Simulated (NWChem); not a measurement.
GaF₃; SMILES [F][Ga]([F])[F]

```xyz
4

Ga     0.0000     0.0000     0.0000
F     -1.6673     0.4514     0.0000
F      1.2246     1.2183     0.0000
F      0.4427    -1.6697     0.0000
```
Atoms are numbered in this order, from 1.

Level: PBE0/def2-SVP (NWChem), optimised geometry, unscaled harmonic frequencies. 

Q: List the harmonic frequencies with IR intensities, and the thermochemistry.

A: 
| frequency (cm⁻¹) | IR intensity (km/mol) |
|---|---|
| 188 | 31.2 |
| 188 | 31.2 |
| 204 | 60.7 |
| 681 | 0.0 |
| 779 | 81.7 |
| 779 | 81.7 |

The zero-point energy comes out as 4.0 kcal/mol, the thermal correction to the enthalpy at 298.15 K (with zero-point energy) comes out as 7.7 kcal/mol and the heat capacity Cv comes out as 13.7 cal/(mol K). The entropy at 298.15 K and 1 atm (symmetry number 6) is 69.7 cal/(mol K) and the dipole moment is 0.00 D.

Rigid rotor and harmonic oscillator.
